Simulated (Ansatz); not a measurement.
Compare A (`CC1(O)[SiH2][SiH2]1`) with its isomer B (`[SiH3]C[SiH]1CO1`).

Gas-phase electronic energies from Ansatz, PBE0-D4/def2-TZVP geometries. CBS: MP2 limit from def2 TZ/QZ plus the TZ coupled-cluster correction, frozen cores. Functionals use def2-TZVPP. B3LYP here is the variant with VWN-RPA as its local correlation; programs differ in this. Each species was taken in one conformer, which may not be the lowest.

Which isomer does CCSD(T)/CBS put lower? Give the gap. (Estimate.)

Computed: B, by 149.4 kJ/mol.

Give E(B) − E(A) in kJ/mol with B2PLYP, B3LYP, B3LYP-D4, r2SCAN-D4, PBE0-D4, ωB97M-V, MP2/def2-TZVPP. (Estimate.)

The calculation gave: B2PLYP -156.1, B3LYP -151.7, B3LYP-D4 -146.8, r2SCAN-D4 -145.7, PBE0-D4 -132.7, ωB97M-V -153.4, MP2/def2-TZVPP -159.6. None reverses the order clearly.

Largest T1 diagnostic: 0.013.

The D4 term adds +4.9 kJ/mol with B3LYP and +2.4 kJ/mol with PBE0; it sums over pairs of atoms, weighted by their polarisabilities, and B3LYP, whose exchange is more repulsive, gets the larger term. From PBE to PBE0 (25 % exact exchange), in def2-TZVPP and without D4, E(B) − E(A) moves by −6.2 kJ/mol.
